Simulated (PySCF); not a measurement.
A calculated (LDA, PySCF 2.14, x2c-QZVPPall, scalar relativity by spin-free X2C-1e) atom or ion has these occupied shells.

```csv
shell,electrons,orbital energy (eV),"rms radius, mean of both spins (bohr)"
1s α,1,-21879.9,0.0384
1s β,1,-21879.9,0.0384
2s α,1,-3153.8,0.158
2s β,1,-3153.5,0.158
2p α,3,-2828.6,0.140
2p β,3,-2828.3,0.140
3s α,1,-561.03,0.432
3s β,1,-560.74,0.432
3p α,3,-454.00,0.435
3p β,3,-453.69,0.435
3d α,5,-280.79,0.421
3d β,5,-280.38,0.421
4s α,1,-84.533,1.09
4s β,1,-82.735,1.09
4p α,3,-54.753,1.21
4p β,3,-52.860,1.21
4d α,5,-13.531,1.82
4d β,2,-11.911,1.82
```

Task: Name the element and its charge.

Result: Ru⁺ (ruthenium, charge +1), in [Kr] 4d7, high-spin 4F determinant.
